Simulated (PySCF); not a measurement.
## Steps of a relaxation of Ta3

Ta3 (quartet; a saddle point, relaxed within its symmetry). PySCF 2.14.0, UKS TPSS, Ta def2-SVP with ECP60; non-relativistic Hamiltonian with scalar-relativistic core potentials where named; density fitting; no spin-orbit coupling. Origin of the start: template. Columns: position (Å) and force (eV/Å). Energies are counted from the last step; some of the 6 steps are shown. Forces carry noise of the integration grid, about 0.01 to 0.03 eV/Å.

Run from Python with OMP_NUM_THREADS=2. Where DIIS fails, smearing, a level shift and second-order steps follow.
It took 36 s on 2 threads of Arm Neoverse V1, on a shared host, from the converged density of the start.

```xyz
3
step 0  E = 0.285 eV
Ta    0.0000    0.0000    2.5500     0.00    0.00   -1.46
Ta    0.0000    0.0000    0.0000     0.00    0.00    0.00
Ta    0.0000    0.0000   -2.5500     0.00    0.00    1.46
```

```xyz
3
step 2  E = 0.025 eV
Ta    0.0000    0.0000    2.3404     0.00    0.00    0.64
Ta    0.0000    0.0000    0.0000     0.00    0.00    0.00
Ta    0.0000    0.0000   -2.3404     0.00    0.00   -0.64
```

```xyz
3
step 3  E = 0.003 eV
Ta    0.0000    0.0000    2.3959     0.00    0.00   -0.19
Ta    0.0000    0.0000    0.0000     0.00    0.00    0.00
Ta    0.0000    0.0000   -2.3959     0.00    0.00    0.19
```

Q: Where does the relaxation end?

A: It converges at step 5 in D∞h:
```xyz
3
step 5  E = 0
Ta    0.0000    0.0000    2.3815
Ta    0.0000    0.0000    0.0000
Ta    0.0000    0.0000   -2.3815
```

The relaxed state is spin-contaminated (spin squared 4.93 against 3.75). Open shells may have lower solutions than the one found.
